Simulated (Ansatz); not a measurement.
**Redistribution: 2 InH(SH)2 → In(SH)3 + InH2(SH)**

Species: InH(SH)2, singlet; In(SH)3, singlet; InH2(SH), singlet. The partners trade H for SH; both sit on In, so the bond types are kept.

Shapes, held fixed at every level: PBE0-D4/def2-TZVP. Flexible molecules stand in one conformer, not always the lowest. Programs: Ansatz 0.2.0. The zero-point and thermal change to 298 K, harmonic and unscaled (PBE0-D4/def2-TZVP), is -0.2 kJ/mol.

```tsv
level	kind	ΔH(298 K) (kJ/mol)	less CCSD(T)/def2-TZVPP
HF/def2-SVP	Hartree–Fock	+5.8	-0.5
r2SCAN-D4/def2-TZVPP	meta-GGA	+7.8	+1.5
BHLYP-D4/def2-TZVPP	global hybrid	+6.3	0.0
PBE0-D4/def2-TZVPP	global hybrid	+6.9	+0.6
wB97M-V/def2-TZVPP	range-separated hybrid	+7.1	+0.8
MP2/def2-SVP	perturbation theory	+3.6	-2.7
MP2/def2-TZVPP	perturbation theory	+6.0	-0.3
CCSD(T)/def2-TZVPP	coupled cluster or CI	+6.3	0.0
```

The highest level, CCSD(T)/def2-TZVPP, gives ΔH(298 K) = +6.3 kJ/mol; the levels span +3.6 to +7.8. The column of differences is taken from that level and isn't an error. No measured value is set beside it here. For atoms past krypton def2 sets carry core potentials with scalar relativity. Outer-core shells of In are correlated, in sets that cover them unevenly.
